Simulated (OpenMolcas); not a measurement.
# V2+: ligand-field states by method

V2+ with 6 ligands (fluoride) in octahedral coordination (Oh) at 2.1 Å. A charge of +0.667 e stands 3.2 Å behind each ligand. Ligand basis ANO-RCC-VDZP.

```yaml
Program: OpenMolcas
Basis: ANO-RCC-VTZP [6s5p3d2f1g]
Scalar_Hamiltonian: DKH2, point nucleus
Active_space: 3 electrons in 5 orbitals (3d)
State_averaging: 2S+1 = 4 even, 10 roots; 2S+1 = 2 even, 40 roots
Spin-orbit_coupling: state interaction with AMFI integrals over the reference wave functions
```

I. CASSCF
II. SS-CASPT2, IPEA 0.25 Eh, imaginary shift 0.1 Eh (closed shells correlated: 3s 3p and the ligand valence shells)
III. SS-CASPT2, IPEA 0.25 Eh, real shift 0.3 Eh (closed shells correlated: 3s 3p and the ligand valence shells)

Spin-free states (labels of O, the rotations of Oh) in cm-1, each column counted from its own energy of the first state listed:

```tsv
State	Degeneracy	I	II	III
4A2	1	0	0	0
4T2	3	9467	9950	9950
4T1	3	15742	14970	15030
2E	2	16740	13020	13100
2T1	3	17563	13830	13900
2T2	3	22940	17960	16740
2A1	1	23750	19510	19780
2T2	3	26661	23380	23480
4T1	3	27217	24210	24270
2T1	3	27376	23850	23940
2E	2	29186	24630	24540
2T1	3	32467	27960	28090
2T1	3	36873	34610	34670
2T2	3	37365	34150	34210
2A2	1	42389	35270	35390
2T2	3	43409	36450	36580
2E	2	43841	40560	40640
2T1	3	48091	42270	42350
2E	2	64143	53910	54200
2T2	3	67009	58390	58220
```

From I to II, I's first state of the same spin (4T2) moves from 9467 to 9950 cm-1, by about +480 cm-1.

From I to II, I's first state of another spin (2E) moves from 16740 to 13020 cm-1, by about -3700 cm-1.

I: A least-squares ligand-field fit to the states below 45000 cm-1, each weighted by its degeneracy and with a free common offset, gives 10Dq = 9860 cm-1, B = 931 cm-1 and C = 3553 cm-1 (C/B = 3.81), with an rms deviation of 142 cm-1. The same method and metal basis give the free ion B = 959 cm-1 (fit to its terms below 60000 cm-1, rms deviation 74 cm-1), so the nephelauxetic ratio is β = 931 / 959 = 0.97; it hangs on how both fits weigh the states, and computed free-ion B values tend to be too large, so β mixes covalency with correlation.

χT at 300 K: I 1.85, II 1.85, III 1.85 cm3 K/mol.

Roots that are degenerate in the reference are averaged as groups; the widest CASPT2 spread within a group is 250 cm-1 (the 2-fold group of multiplicity 2 near 24600 cm-1 above the lowest state of its run, II). Shifts and gaps below about the spread of the groups concerned are not significant. Over all roots computed the reference weight is 0.70 to 0.71 in II, 0.73 to 0.75 in III; a low but even weight reflects the number of correlated electrons. Ligand-to-metal charge-transfer states are missing. With no ligand orbital active B as a rule stays too high, so bands that hang on it stand too high and its fall with covalency is understated. Without dynamic correlation the repulsion within the d shell is too large (B by tens of per cent), so at a given field states of lower spin stand too high (holds for I). With metal d orbitals alone and no dynamic correlation the field as a rule comes out too small, by tens of per cent, by up to half for chloride and softer ligands (holds for I). These CASPT2 states fit no ligand-field parameters well, so their order and spin gaps are uncertain (holds for II; III). With one d shell and no ligand orbital active, 10Dq can be off by tens of per cent for divalent 3d ions, low with halides held by bare charges and at times high in hosts (holds for II; III). Free-ion shares, where given, are those of the reference states; single-state CASPT2 does not remix them (holds for II; III). No measured value stands beside these numbers; the geometry was imposed, not optimised, and the real ion may take another.
